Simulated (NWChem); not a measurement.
All runs are NWChem calculations. System: H5NTi, charge 0, spin multiplicity 1, at a geometry optimised with PBE0/def2-SVP. The structure started from a generated list of species. Level: TDA-PBE0/def2-SVP.

The NWChem input:

```
start mol
memory heap 200 mb stack 900 mb global 1100 mb
geometry units angstroms nocenter noautoz noautosym
  Ti     0.337059    -0.329098     0.005981
  N     -0.986100     0.930280     0.000038
  H     -0.827136     1.912168     0.225281
  H     -1.965700     0.769714    -0.233046
  H      1.398108    -0.000540     1.296105
  H     -0.298434    -1.910972     0.015790
  H      1.180569    -0.042167    -1.435983
end
basis spherical
  * library def2-svp
end
dft
  xc pbe0
  semidirect memsize 60000000 filesize 0
  iterations 100
end
tddft
  cis
  nroots 8
  notriplet
  thresh 1e-4
end
task tddft energy
```

NWChem printed:

```
             Northwest Computational Chemistry Package (NWChem) 7.3.0
             --------------------------------------------------------

                                NWChem Input Module
                                -------------------

 Scaling coordinates for geometry "geometry" by  1.889725989
 (inverse scale =  0.529177249)

                             Geometry "geometry" -> ""
                             -------------------------

 Output coordinates in angstroms (scale by  1.889725989 to convert to a.u.)

  No.       Tag          Charge          X              Y              Z
 ---- ---------------- ---------- -------------- -------------- --------------
    1 Ti                  22.0000     0.33705900    -0.32909800     0.00598100
    2 N                    7.0000    -0.98610000     0.93028000     0.00003800
    3 H                    1.0000    -0.82713600     1.91216800     0.22528100
    4 H                    1.0000    -1.96570000     0.76971400    -0.23304600
    5 H                    1.0000     1.39810800    -0.00054000     1.29610500
    6 H                    1.0000    -0.29843400    -1.91097200     0.01579000
    7 H                    1.0000     1.18056900    -0.04216700    -1.43598300

 Effective nuclear repulsion energy (a.u.)      87.2535211887

            Nuclear Dipole moment (a.u.)
            ----------------------------
        X                 Y               Z
 ---------------- ---------------- ----------------
     0.0000094486     0.0000132281    -0.0000094486


 Summary of "ao basis" -> "" (spherical)
 ------------------------------------------------------------------------------
       Tag                 Description            Shells   Functions and Types
 ---------------- ------------------------------  ------  ---------------------
 *                          def2-svp                  on all atoms

                                 NWChem DFT Module
                                 -----------------

 Summary of "ao basis" -> "ao basis" (spherical)
 ------------------------------------------------------------------------------
[...]
     Occ.   16  a   ---  Virt.   18  a       -0.05226
     Occ.   16  a   ---  Virt.   19  a       -0.08258
     Occ.   16  a   ---  Virt.   20  a        0.07510
     Occ.   16  a   ---  Virt.   21  a        0.07333
     Occ.   17  a   ---  Virt.   18  a       -0.07344
     Occ.   17  a   ---  Virt.   19  a        0.06501
  ----------------------------------------------------------------------------
  Root   7 singlet a              0.172311855 a.u.                4.6888 eV
  ----------------------------------------------------------------------------
     Transition Moments    X -0.12504   Y -0.03020   Z -0.06625
     Transition Moments   XX -0.12141  XY  0.10432  XZ -0.63074
     Transition Moments   YY  0.48325  YZ -0.77174  ZZ -0.40966
     Dipole Oscillator Strength                    0.0024048192
     Electric Quadrupole                           0.0000000330
     Magnetic Dipole                               0.0000013938
     Total Oscillator Strength                     0.0024062461

          sigma_e =   1.4296 Angstrom
          sigma_h =   1.5242 Angstrom
         |d_h->e| =   0.7581 Angstrom
            d_exc =   2.2270 Angstrom
            d_CD1 =   0.8527 Angstrom
            d_CD2 =  -0.7188 Angstrom
            d_CD3 =   2.9851 Angstrom
     Pearson C.C. =  -0.0041

     Occ.   14  a   ---  Virt.   19  a        0.14318
     Occ.   15  a   ---  Virt.   18  a        0.09587
     Occ.   15  a   ---  Virt.   19  a       -0.15872
     Occ.   15  a   ---  Virt.   20  a       -0.29165
     Occ.   16  a   ---  Virt.   19  a       -0.06761
     Occ.   16  a   ---  Virt.   20  a       -0.08135
     Occ.   16  a   ---  Virt.   22  a       -0.23589
     Occ.   17  a   ---  Virt.   18  a        0.11399
     Occ.   17  a   ---  Virt.   19  a       -0.08549
     Occ.   17  a   ---  Virt.   20  a        0.87428
  ----------------------------------------------------------------------------
  Root   8 singlet a              0.174180903 a.u.                4.7397 eV
  ----------------------------------------------------------------------------
     Transition Moments    X  0.28342   Y -0.23343   Z -0.14664
     Transition Moments   XX  0.32691  XY  0.70905  XZ  0.07891
     Transition Moments   YY  0.49168  YZ  0.57835  ZZ -0.50687
     Dipole Oscillator Strength                    0.0181523078
     Electric Quadrupole                           0.0000000318
     Magnetic Dipole                               0.0000005339
     Total Oscillator Strength                     0.0181528734

          sigma_e =   1.2503 Angstrom
          sigma_h =   1.6046 Angstrom
         |d_h->e| =   1.0152 Angstrom
            d_exc =   2.2865 Angstrom
            d_CD1 =   1.3695 Angstrom
            d_CD2 =  -0.4123 Angstrom
            d_CD3 =   3.3017 Angstrom
     Pearson C.C. =  -0.0149

     Occ.   13  a   ---  Virt.   21  a       -0.06794
     Occ.   14  a   ---  Virt.   19  a       -0.19977
     Occ.   15  a   ---  Virt.   19  a        0.79543
     Occ.   15  a   ---  Virt.   20  a       -0.05001
     Occ.   15  a   ---  Virt.   22  a       -0.10475
     Occ.   16  a   ---  Virt.   18  a       -0.05368
     Occ.   16  a   ---  Virt.   19  a       -0.05639
     Occ.   16  a   ---  Virt.   20  a        0.32616
     Occ.   16  a   ---  Virt.   21  a       -0.12276
     Occ.   16  a   ---  Virt.   22  a       -0.06072
     Occ.   17  a   ---  Virt.   19  a        0.29207
     Occ.   17  a   ---  Virt.   20  a        0.19576
     Occ.   17  a   ---  Virt.   21  a       -0.14598
     Occ.   17  a   ---  Virt.   22  a       -0.15436

              Target root =      1
          Target symmetry = none
      Ground state energy =   -906.730488058813
        Excitation energy =      0.125862617894
     Excited state energy =   -906.604625440919

  stored tddft:energy   -906.60462544091888

 Task  times  cpu:       34.9s     wall:       34.9s

 Total times  cpu:       35.0s     wall:       35.0s
```
